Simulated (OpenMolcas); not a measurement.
Sb I: Slater's ratio, worked from levels

- Program: OpenMolcas 26.06
- Basis: ANO-RCC-VTZP [7s6p4d2f1g]
- Scalar Hamiltonian: DKH2, point nucleus
- Active space: 5 electrons in 8 orbitals (5s 5p 6s 6p)
- State averaging: 2S+1 = 4 odd, 1 root; 2S+1 = 2 odd, 8 roots; 2S+1 = 4 even, 3 roots; 2S+1 = 2 even, 3 roots (0 in the spin-orbit step)
- Spin-orbit coupling: RASSI with atomic mean-field integrals over the reference wave functions, term energies averaged over their components

Methods: CASSCF; SS-CASPT2, IPEA 0.25 Eh, imaginary shift 0.1 Eh (closed shells correlated: 4d). Measured levels: NIST Handbook of Basic Atomic Spectroscopic Data.

**Slater's ratio.** With one set of orbitals, p3 has 2D* - 4S* = 9 F2 and 2P* - 2D* = 6 F2 (F2 = F²/25), a ratio of 2/3. Term energies are centres of gravity, weighted by 2J + 1.

```
   Source  2D* - 4S*  2P* - 4S*  F2 from the first  Ratio
   CASSCF      12562      19072               1396  0.518
SS-CASPT2      10954      19572               1217  0.787
 measured       9317      17775               1035  0.908
```

Energies in cm-1. A ratio away from 2/3 shows effects beyond one configuration with one set of orbitals, and in heavier atoms second-order spin-orbit shifts. In CASSCF the valence s occupation is 1.95 in 2P* against 1.99 in 2D*: mixing out of s² acts most on 2P* and pulls it down.

CASPT2 does not keep the components of a term degenerate, so their means are used; among the terms shown or strongly mixed into the levels shown the widest spread is 93 cm-1 (5s2 5p3 2D*, SS-CASPT2). Some high roots are left out of the spin-orbit mixing, which shifts the levels that they would mix with. Active for correlation alone: 6p 6s; no level in the range computed is led by a configuration that fills them, so any true level of that kind is missing. Some terms miss by over 15 % even with CASPT2, which points to a basis or an active space too small for the shells correlated (holds for SS-CASPT2). Computed and measured levels are paired by configuration, term and J; levels that our copy of the source lacks, or whose pairing is in doubt (as where it misses far off the trend of its configuration), stay unpaired and out of the deviations. Only configurations of the active space appear.

* marks odd parity.
